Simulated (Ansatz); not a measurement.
`FCCOC(F)(F)F` → `F[C](F)F`• + `[O]CCF`•  (homolysis of the C–O bond)

Program: Ansatz. Geometries: PBE0-D4/def2-TZVP. ΔE: electronic, gas phase. CCSD(T)/CBS adds triple-zeta CCSD(T) − MP2 to the extrapolated MP2 energy (def2 sets, frozen cores). Functionals use def2-TZVPP. B3LYP here is the variant with VWN-RPA as its local correlation; programs differ in this. No spin–orbit coupling; open shells (•) take unrestricted orbitals. Each species was taken in one conformer, which may not be the lowest.

(1) What is ΔE at CCSD(T)/CBS? (An estimate is asked.)

(2) What do these levels give: PBE0-D4, B3LYP-D4, ωB97X-V, ωB97M-V, PBE, r2SCAN, PBE0, B3LYP, MP2/def2-TZVPP, HF/def2-QZVPP, SCS-MP2/def2-QZVPP, HF/CBS(def2)? (An estimate is asked.)

Largest T1 diagnostic among the species: 0.016.

## Answers

(1) Ansatz gave: +109.7 kcal/mol.

(2) Computed: PBE0-D4 101.9, B3LYP-D4 99.0, ωB97X-V 105.8, ωB97M-V 108.0, PBE 98.5, r2SCAN 98.4, PBE0 100.2, B3LYP 96.0, MP2/def2-TZVPP 115.2, HF/def2-QZVPP 72.3, SCS-MP2/def2-QZVPP 113.6, HF/CBS(def2) 72.3 kcal/mol.

The D4 term adds +3.0 kcal/mol with B3LYP and +1.7 kcal/mol with PBE0; it sums over pairs of atoms, weighted by their polarisabilities, and B3LYP, whose exchange is more repulsive, gets the larger term. From PBE to PBE0 (25 % exact exchange), in def2-TZVPP and without D4, ΔE moves by +1.7 kcal/mol. In def2-TZVPP, CCSD(T) changes the Hartree–Fock value by +34.5 kcal/mol (the triples alone add +2.7 kcal/mol) and MP2 by +42.5 kcal/mol; breaking electron pairs costs correlation energy, which Hartree–Fock lacks.
